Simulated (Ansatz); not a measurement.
Species: chloro(propoxy)silane, C3H9ClOSi, net charge 0, singlet state. 
Coordinates optimised at B3LYP-D3(BJ)/def2-TZVP (Ansatz, a program for electronic structure):
```xyz
15

C     -3.4901     0.3142     1.0759
C     -2.4678    -0.5099     0.2984
C     -1.0564     0.0057     0.4961
O     -0.1461    -0.7932    -0.2639
Si     1.4765    -0.7172    -0.1651
Cl     2.1683     1.1536    -0.7244
H     -4.4993    -0.0685     0.9208
H     -3.2878     0.2894     2.1493
H     -3.4800     1.3600     0.7602
H     -2.6964    -0.4913    -0.7700
H     -2.5049    -1.5565     0.6110
H     -0.7827    -0.0307     1.5575
H     -0.9795     1.0468     0.1674
H      2.0114    -1.7126    -1.1044
H      1.9423    -0.9225     1.2218
```
Charge 0, spin multiplicity 1.

Wanted: atomisation energy (electronic, to ground-state atoms), in eV. Correlated levels leave the core frozen unless marked. Open shells are spin-unrestricted. Spin-orbit coupling is left out. Non-relativistic unless marked X2C. The coupled-cluster limit lacks core correlation, which all-electron functionals hold. CBS(X,Y): correlation extrapolated as X^-3; Hartree-Fock from the larger set.

```
level                            program  atomisation energy (eV)
------------------------  --------------  -----------------------
revPBE-D3(BJ)/def2-TZVPD  Ansatz + dftd3                    57.95
B3LYP-D4/def2-TZVPD       Ansatz + dftd4                    58.58
B3LYP/def2-TZVPD                  Ansatz                    58.07
PBE0-D3(BJ)/def2-TZVPD    Ansatz + dftd3                    58.76
```

### Question
What does CCSD(T)/CBS(cc-pV(T+d)Z,cc-pV(Q+d)Z) (Ansatz) give?

### Answer
58.85 eV
